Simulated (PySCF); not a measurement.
**Mayer bond orders and bond lengths**

Compound: C7H19NSi.
Atom-mapped SMILES: `[CH3:1][CH2:2][C@@H:3]([CH3:4])[N:5]([SiH3:6])[CH:7]([CH3:8])[CH3:9]` (hydrogens: H10, H11, H12 on C1; H13, H14 on C2; H15 on C3; H16, H17, H18 on C4; H19, H20, H21 on Si6; H22 on C7; H23, H24, H25 on C8; H26, H27, H28 on C9)

Structure used (PBE0-D3(BJ)/def2-SVP), in Å, numbered top down from 1:
```
atom  x, y, z in Å
C1     1.1374   -0.4443   -2.1768
C2     1.9303   -0.1157   -0.9256
C3     1.1203   -0.1733    0.3754
C4     2.0192    0.1105    1.5780
N5    -0.0615    0.6869    0.3388
Si6    0.0513    2.4226    0.3392
C7    -1.3468    0.1046    0.7289
C8    -1.8274   -0.9629   -0.2502
C9    -1.3686   -0.4059    2.1696
H10    1.7673   -0.3792   -3.0767
H11    0.7213   -1.4635   -2.1339
H12    0.2948    0.2520   -2.2994
H13    2.3801    0.8877   -1.0217
H14    2.7796   -0.8127   -0.8234
H15    0.7533   -1.2102    0.4714
H16    2.4552    1.1216    1.5086
H17    1.4558    0.0535    2.5200
H18    2.8551   -0.6037    1.6305
H19    1.2789    2.8514   -0.3949
H20    0.1082    3.0567    1.7021
H21   -1.1628    2.9697   -0.3415
H22   -2.0797    0.9303    0.6729
H23   -1.1634   -1.8414   -0.2528
H24   -1.8657   -0.5628   -1.2732
H25   -2.8340   -1.3136    0.0249
H26   -0.6860   -1.2600    2.3041
H27   -2.3782   -0.7446    2.4495
H28   -1.0668    0.3862    2.8715
```

Bond orders from the PBE0/pcSseg-1 density (PySCF). One conformer (not necessarily the lowest) at the PBE0-D3(BJ)/def2-SVP geometry, without solvent, vibrations or thermal averaging.

How far do the computed orders between heavy atoms stray from the drawn ones?

The largest departure is 0.131, at C3–N5 (drawn single, 0.869). Drawn single, order below 0.88: C3–N5 (0.869).

Set the Mayer orders of the bonds between heavy atoms beside their lengths.

| bond | drawn as | length (Å) | Mayer order |
| --- | --- | --- | --- |
| C1–C2 | single | 1.517 | 1.066 |
| C2–C3 | single | 1.534 | 1.017 |
| C3–C4 | single | 1.528 | 1.054 |
| C3–N5 | single | 1.462 | 0.869 |
| N5–Si6 | single | 1.739 | 0.953 |
| N5–C7 | single | 1.464 | 0.948 |
| C7–C8 | single | 1.526 | 1.036 |
| C7–C9 | single | 1.529 | 1.029 |

Bonds between the same two heavy elements. C–C: lowest C2–C3 (1.017, 1.534 Å), highest C1–C2 (1.066, 1.517 Å). C–N: lowest C3–N5 (0.869, 1.462 Å), highest N5–C7 (0.948, 1.464 Å).

And the bonds to hydrogen?

C–H: 0.92 to 0.97 (16 bonds); H–Si: 0.90 to 0.94 (3 bonds).

Sum the orders of all bonds at each heavy atom with more than one neighbour and set the sums beside the valence in the SMILES.

C1 3.949 (drawn 4), C2 3.970 (drawn 4), C3 3.863 (drawn 4), C4 3.921 (drawn 4), N5 2.770 (drawn 3), Si6 3.732 (drawn 4), C7 3.953 (drawn 4), C8 3.909 (drawn 4), C9 3.902 (drawn 4). Orders between atoms that aren't bonded are not in these sums.

The Mayer order sums products of elements of PS (density times overlap matrix) between the two atoms' basis functions, so it depends on the basis set.

These values come from a run that also computed NMR shieldings. The run took 3.0 min of wall time on an Intel Xeon at 2.50 GHz with one thread, shared host, and the process peaked at 1.2 GiB of memory.
